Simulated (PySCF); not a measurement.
**Electronic structure of As(3+) (arsenic, charge +3) at the UHF level**

Configuration: [Ar] 3d10 4s2, closed-shell 1S. All numbers are calculated (PySCF 2.14, a scalar-relativistic core potential, in aug-cc-pVQZ-PP with one added diffuse shell each of s, p, d, f, g type with ECP10MDF (8s7p6d4f3g, 114 functions)).

| Item | Value |
| --- | --- |
| Total energy | -329.194520 hartree |
| One-electron energy | -559.0773 hartree |
| Hartree (Coulomb) energy | 254.7002 hartree |
| Exchange energy | -24.8174 hartree |
| ⟨S²⟩ | 0.0000 |
| ⟨L²⟩ | 0.000 |
| Sum of ⟨r⟩ | 15.11 bohr |
| Sum of ⟨r²⟩ | 16.10 bohr² |

| shell | electrons | mean orbital energy (eV) | rms radius, mean of both spins (bohr) |
| --- | --- | --- | --- |
| 3s | 2 | -254.74 | 0.641 |
| 3p | 6 | -197.83 | 0.668 |
| 3d | 10 | -90.979 | 0.737 |
| 4s | 2 | -48.087 | 1.89 |

Energies and moments cover only the electrons outside the core potential.
